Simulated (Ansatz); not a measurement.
Geometry optimisation, RKS PBE-D4/6-31G* in Ansatz 0.2.0.

Input file:

```yaml
crystal:
  periodic: [false, false, false]
  atoms:
    - { symbol: Al, position_ang: [-1.03219, 0.263914, -2.069555] }
    - { symbol: Cl, position_ang: [0.124064, -1.562196, -1.624932] }
    - { symbol: H, position_ang: [-0.194019, 1.43529, -2.741919] }
    - { symbol: H, position_ang: [-2.607891, 0.10543, -1.935016] }
    - { symbol: H, position_ang: [-0.343438, 1.173528, 1.094164] }
    - { symbol: F, position_ang: [-0.932973, 1.717276, 0.626487] }
    - { symbol: H, position_ang: [1.046642, -1.146774, 0.802707] }
    - { symbol: "N", position_ang: [1.081066, -0.550386, 1.634865] }
    - { symbol: H, position_ang: [0.793225, -1.131598, 2.42951] }
    - { symbol: H, position_ang: [2.065613, -0.304485, 1.78369] }
basis:
  gaussian: { orbitals: "6-31G*" }
hamiltonian:
  xc: pbe
  dispersion: d4
relax:
  f_tol: 0.03
  max_steps: 50
output:
  orbitals: {}
```

Command:

```bash
$ ansatz run input.yaml --threads 2 --pin off --max-ram 3072MiB --backend cpu --events-out ev --progress --plain --runs-dir out
```

Problem. Where does it end, and by what steps?

Solution. It converged. After 15 steps the energy has fallen by 1.979 eV; H5 moved furthest, 0.92 Å. Parted: H5–F6. Joined: Al1–F6, H5–N8.

```
step  energy less start (eV)  largest force component (eV/Å)  accepted
   0                  0.0000                           1.303       yes
   1                 -0.2861                           0.747       yes
   2                 -0.5847                           0.604       yes
   3                 -0.9763                           0.971       yes
   4                 -1.3920                           0.758       yes
   5                 -1.6882                           1.128       yes
   6                 -1.6277                           2.475        no
   7                 -1.8664                           0.553       yes
   8                 -1.9371                           0.392       yes
   9                 -1.9668                           0.185       yes
  10                 -1.9755                           0.117       yes
  11                 -1.9777                           0.073       yes
  12                 -1.9784                           0.043       yes
  13                 -1.9785                           0.045       yes
  14                 -1.9784                           0.031        no
  15                 -1.9786                           0.005       yes
```

```xyz
10
Properties=species:S:1:pos:R:3
Al -0.961 0.515 -1.490
Cl 0.186 -1.465 -1.327
H -0.131 1.453 -2.497
H -2.511 0.151 -1.700
H 0.166 0.409 1.025
F -0.742 1.144 0.165
H 0.873 -1.034 0.581
N 0.851 -0.362 1.406
H 0.481 -0.826 2.244
H 1.789 0.015 1.592
```

Whether the end is a true minimum wasn't checked by a vibrational analysis.

Run time: 31 s on 2 threads of Arm Neoverse V1, with other jobs on the host, peak memory 0.15 GiB.
